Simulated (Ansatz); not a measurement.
Ideal-gas functions of CH₄ClFSSi, SMILES `CS[SiH](F)Cl` at 600 K and 1 bar, from an Ansatz frequency run at PBE0-D4/def2-TZVP.

Molar mass 130.65 g/mol, point group C1 (symmetry number 1), electronic degeneracy 1, moments of inertia 156.653, 288.891, 350.549 u Å². Harmonic wavenumbers (cm⁻¹, unscaled): 54, 105, 135, 197, 252, 340, 498, 583, 721, 793, 811, 903, 975, 992, 1350, 1468, 1476, 2294, 3075, 3173, 3174.

Use S(trans) = R[1.5 ln M + 2.5 ln T − 1.1517]; rotational temperatures θ = 24.2544 K / I; S(rot) = R[ln(√π/σ · √(T³/θAθBθC)) + 1.5]; for each mode x = 1.438777 ν̃/T, S = R[x/(eˣ − 1) − ln(1 − e⁻ˣ)] and H = RT x/(eˣ − 1); 1 cm⁻¹ = 0.0119627 kJ/mol; R = 8.31446 J/(mol·K).

Question: By hand: the entropy, in J/(mol·K).

Answer: Translation 184.2. Rotation: θ = 0.1548, 0.084, 0.0692 K, giving 126.2. Vibration, mode by mode: 25.32, 19.80, 17.73, 14.63, 12.63, 10.24, 7.32, 6.17, 4.73, 4.12, 3.98, 3.35, 2.92, 2.83, 1.43, 1.14, 1.12, 0.22, 0.04, 0.04, 0.04, in all 139.8. Electronic 0.0. Sum 450.2 J/(mol·K).

Question: By hand: H − E and G − E in kJ/mol, counted from the electronic energy.

Answer: Zero-point energy ½ × 23369 × 0.0119627 = 139.8; thermal vibration 39.8; translation, rotation and pV give 4 RT = 20.0. H − E = 199.6 kJ/mol, and G − E = 199.6 − 600 × 450.2/1000 = -70.5 kJ/mol.

Vibration gives 31 % of the entropy, 62.8 J/(mol·K) of it from the modes under 150 cm⁻¹: soft modes count most, and the harmonic formula is weakest for them. The sum counts one conformer and one mirror image; others add a mixing term.
